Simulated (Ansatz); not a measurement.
Cost and result for the atomization energy of Cl$_{2}$GeH$_{3}$SSi (`Cl[SiH][S][GeH2][Cl]`) radical (8 atoms, 7 bonds).

The species carries charge 0 and has multiplicity 2. Correlated methods include outer-core shells of Ge, which these sets cover unevenly. Scalar relativity is left out up to krypton. The structure was optimised at the PBE0-D4/def2-TZVP level. It is one conformer, not always the lowest. Program: Ansatz. Hardware: A = 2 threads of an AMD EPYC 7R13 on a shared host; B = 2 threads of an AMD EPYC 7R13 on a shared host and a share of an NVIDIA H100 80 GB. Times are those of one run each, without the atoms' runs, and a repeat can differ threefold. Electronic energies, without spin–orbit coupling; frozen cores. CCSD(T)/CBS adds CCSD(T) − MP2 in def2-TZVPP to the MP2 limit, and its time is that of the two runs behind it. T1 = 0.013; ⟨S²⟩ of the reference is 0.76. With those shells the extrapolation isn't a true limit. B3LYP takes the VWN-RPA correlation (the form of Gaussian; ORCA's B3LYP/G).

CCSD(T)/CBS is a level of theory with its own doubt, some kJ/mol a heavy atom from the limit and from the frozen cores, so smaller differences don't rank the functionals.

| level | functions | atomization (kJ/mol) | difference from CCSD(T)/CBS | per bond |
| --- | --- | --- | --- | --- |
| CCSD(T)/CBS(def2) | – | 2243.4 | 0.0 | 0.0 |
| B2PLYP/def2-TZVPP [A] | 258 | 2181.2 | -62.2 | -8.9 |
| MP2/def2-QZVPP [B] | 459 | 2261.0 | 17.6 | 2.5 |
| PBE-D4/def2-TZVPP (with forces) [A] | 258 | 2268.3 | 24.9 | 3.5 |
| CCSD(T)/def2-TZVPP [B] | 258 | 2170.4 | -73.0 | -10.4 |
| ωB97M-V/def2-TZVPP (with forces) [A] | 258 | 2241.7 | -1.7 | -0.2 |
| B3LYP-D4/def2-TZVPP (with forces) [A] | 258 | 2210.7 | -32.7 | -4.7 |
| PBE0-D4/def2-TZVPP [A] | 258 | 2244.9 | 1.5 | 0.2 |
| ωB97X-V/def2-TZVPP [A] | 258 | 2266.2 | 22.8 | 3.3 |
| r2SCAN-D4/def2-TZVPP (with forces) [A] | 258 | 2277.8 | 34.4 | 4.9 |

Order the runs by time, with rough figures. (Best estimate.)

Ansatz gave: MP2/def2-QZVPP [B] 7.5 s; PBE-D4/def2-TZVPP (with forces) [A] 10 s; CCSD(T)/def2-TZVPP [B] 16 s; r2SCAN-D4/def2-TZVPP (with forces) [A] 22 s; B2PLYP/def2-TZVPP [A] 22 s; CCSD(T)/CBS(def2) 24 s; PBE0-D4/def2-TZVPP [A] 26 s; B3LYP-D4/def2-TZVPP (with forces) [A] 29 s; ωB97X-V/def2-TZVPP [A] 50 s; ωB97M-V/def2-TZVPP (with forces) [A] 71 s.

In def2-TZVPP, CCSD(T) changes the Hartree–Fock value by +558.0 kJ/mol (the triples alone add +47.3 kJ/mol) and MP2 by +606.0 kJ/mol; breaking electron pairs costs correlation energy, which Hartree–Fock lacks. The D4 term adds +54.1 kJ/mol with B3LYP and +28.6 kJ/mol with PBE0; it sums over pairs of atoms, weighted by their polarisabilities, and B3LYP, whose exchange is more repulsive, gets the larger term. From PBE to PBE0 (25 % exact exchange), in def2-TZVPP and without D4, the atomization energy moves by −19.0 kJ/mol: exact exchange takes away binding that semilocal exchange gives to molecules.
